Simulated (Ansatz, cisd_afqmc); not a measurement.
Species: InI, charge 1, doublet. InI+ (parent SMILES [In][I], doublet).
B3LYP-D3(BJ)/def2-TZVP minimum from Ansatz (a first-principles code):
```xyz
2

In     0.0000     0.0000    -1.7553
I      0.0000     0.0000     1.6229
```
Charge +1, spin multiplicity 2.

Total energies in def2-SVP, 9 correlated electrons, 18 frozen orbitals. UHF or UKS for unpaired electrons; spin-orbit terms are left out. Cores are frozen in correlated methods (noble-gas shells, and filled d and f shells in the p block). Past Kr the def2 sets carry scalar-relativistic core potentials. AFQMC is phaseless with a CISD trial state; ± is one standard error, without the phaseless bias. Outlying blocks are dropped, and bars are widened where a walk drifts. Over all cases where full CI ran beside it in this data, AFQMC minus full CI had a median of +0.1 mEh and passed +0.4 mEh in a tenth of the cases. Spin-orbit terms, left out, reach several kcal/mol for Br and I, and more for heavier atoms. The spin of IIn+ (parent SMILES [In][I], doublet) was assumed, and the state is the lowest solution found for it.

```
method         program         energy (Eh)  minus CCSDTQ (mEh)
----------  ----------  ------------------  ------------------
HF              Ansatz          -485.67143              128.10
MP2             Ansatz          -485.77482               24.71
CCSD            Ansatz          -485.79745                2.08
CCSD(T)         Ansatz          -485.79903                0.50
CCSDT(Q)        Ansatz          -485.79952                0.02
CCSDTQ          Ansatz          -485.79953                0.00
AFQMC/CISD  cisd_afqmc  -485.7994 ± 0.0001           0.1 ± 0.1
```

Rough core times of Ansatz's runs on a shared machine: CCSD(T) 40 s, CCSDT(Q) 80 s, CCSDTQ 10 min.
